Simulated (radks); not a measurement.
Values are calculated unless marked as measured or tabulated.
Coulomb parameter of the 4d shell of the cadmium ion Cd2+ in the model configuration [Kr] 4d8.5 5s1.5, as a second difference U = [E(n + 0.25) + E(n - 0.25) - 2 E(n)] / (0.25)^2 with all orbitals relaxed. "Bare": the charge of the atom changes with n. "Screened": the 5s shell takes up the change at fixed total charge, which measures U(4d,4d) + U(5s,5s) - 2 U(4d,5s). Code: a radial shooting solver on a logarithmic mesh with Libxc functionals. Model: scalar-relativistic Kohn-Sham, BLYP, spin-unpolarised, spherical densities, finite nucleus; Fermi nuclear charge, rms radius 4.6087 fm.

[
 {"case": "start", "configuration": "[Kr] 4d8.5 5s1.5", "E - E(n) (eV)": "0.000"},
 {"case": "bare +0.25", "configuration": "[Kr] 4d8.75 5s1.5", "E - E(n) (eV)": "-8.726"},
 {"case": "bare -0.25", "configuration": "[Kr] 4d8.25 5s1.5", "E - E(n) (eV)": "9.676"},
 {"case": "screened +0.25", "configuration": "[Kr] 4d8.75 5s1.25", "E - E(n) (eV)": "-3.089"},
 {"case": "screened -0.25", "configuration": "[Kr] 4d8.25 5s1.75", "E - E(n) (eV)": "3.261"}
]

U(bare) = 15.212 eV, U(screened by 5s) = 2.749 eV, against the Slater integral F0(4d,4d) = 20.577 eV with frozen orbitals.
